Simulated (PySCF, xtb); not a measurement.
B(OH)(SeH)2 (BH3OSe2), SMILES OB([SeH])[SeH].

Geometry optimised at PBE0-D3(BJ)/def2-SVP. This is a generated structure with no PubChem entry under its InChIKey; it may be hypothetical. The values are those of a single conformer.

Computed with C-PCM-M06-2X/def2-SVP in PySCF.

The values are the electrostatic part of the solvation free energy, E(continuum) − E(gas) at the gas-phase geometry, in a cavity of scaled van der Waals radii (PySCF's table); cavitation and dispersion terms are not included. In vacuum the orbital gap is 8.51 eV. The dipole moment in vacuum is 2.36 D.

Problem. Estimate the values in water (ε = 78.36), methanol (ε = 32.61), chlorobenzene (ε = 5.70). (Estimate from the structure and the level; the computed values follow.)

Solution. 
| solvent | ε | ΔG(elec) (kcal/mol) | dipole (D) | gap (eV) |
|---|---|---|---|---|
| water | 78.36 | -7.3 | 3.28 | 8.98 |
| methanol | 32.61 | -7.2 | 3.26 | 8.97 |
| chlorobenzene | 5.70 | -5.9 | 3.08 | 8.90 |

For comparison, GFN2-xTB/ALPB(water) (xtb, at the GFN2-xTB geometry, all terms of that model) gives -7.3 kcal/mol.
